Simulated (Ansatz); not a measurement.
Cartesian coordinates (Å):
```xyz
11

C     -1.5639     0.2193     0.7775
C     -0.6134     0.6186    -0.0555
C      0.2023    -0.3108    -0.9131
C      1.6588    -0.2405    -0.5656
S      2.6042    -1.4867    -0.1748
H     -1.8178    -0.8286     0.8878
H     -2.1246     0.9257     1.3759
H     -0.3782     1.6762    -0.1356
H      0.1051    -0.0029    -1.9642
H     -0.1507    -1.3380    -0.8299
H      2.0782     0.7677    -0.5854
```
Charge 0, spin multiplicity 1.

These are frozen-core CCSD(T)/cc-pVTZ // B3LYP-D3(BJ)/def2-TZVP (Ansatz, a first-principles code) values and carry that method's errors. The restricted HF reference is unstable towards unrestricted orbitals.

```
Property                        Value
----------------------  -------------
HF energy               -552.51726 Ha
MP2 correlation energy    -0.82340 Ha
```

Estimate the CCSD correlation energy, the (T) correction, the total energy and the T1 diagnostic.


- CCSD correlation energy = -0.86929 Ha
- (T) correction = -0.04271 Ha
- CCSD(T) total energy = -553.42926 Ha
- T1 diagnostic = 0.015
